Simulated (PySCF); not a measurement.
Correlation energy of Sr (strontium, neutral)

[Kr] 5s2, closed-shell 1S. All numbers are calculated (PySCF 2.14, scalar relativity by spin-free X2C-1e, in x2c-SVPall (6s4p5d1f, 50 functions)). Frozen: [Kr]; 2 electrons correlated.

Total MP2 correlation energy: -15.74 mhartree.

Same-spin part 0.00 and opposite-spin part -15.74 mhartree; SCS-MP2 scales them by 1/3 and 6/5 to -18.89 mhartree.

With two correlated electrons CCSD is exact within the correlated space (frozen core and kept virtual orbitals).

| level | correlation energy (mhartree) |
| --- | --- |
| CCSD | -24.20 |

Diagnostics: T1 = 0.0074, D1 = 0.0104, largest double amplitude 0.160.

A double-excitation amplitude exceeds 0.15, a sign of near-degeneracy.

Cost of the coupled-cluster step: 0.14 s of wall time on 1 thread of Neoverse-V1 (shared host), for 2 correlated electrons.
